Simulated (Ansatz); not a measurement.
Diatomic SiNi, closed-shell singlet (the spin of the measured ground state). No spin–orbit coupling. Ni is treated without relativity. The T1 diagnostic near the minimum is 0.067, so single-reference values are doubtful.

Seven points along R, fitted to fifth degree in 1/R; most abundant isotopes. In def2 and cc sets the state is the lowest found near the PBE0 minimum, followed along R. The singlet is held restricted.

Programs: Ansatz (a quantum-chemistry and plane-wave program) with Gaussian orbitals. 

Energies at r2SCAN/def2-TZVPP:

```csv
R (Å),E (hartree)
1.862868,-1797.70090434
1.912945,-1797.70621298
1.959016,-1797.70893077
2.011096,-1797.70994858
2.063176,-1797.70919062
2.123269,-1797.70656858
2.193377,-1797.70170685
```

With a reduced mass of 18.8664 u, find the minimum, the force constant and the constants.

A fifth-degree polynomial in 1/R puts the minimum at r_e = 2.0130 Å with force constant 282 N/m. Then ω_e = (1/2πc)√(k/μ) = 504 cm⁻¹ and B_e = h/(8π²cμr_e²) = 0.2205 cm⁻¹; the cubic and quartic terms give α_e = 0.0010 and ω_e x_e = 1.7 cm⁻¹.
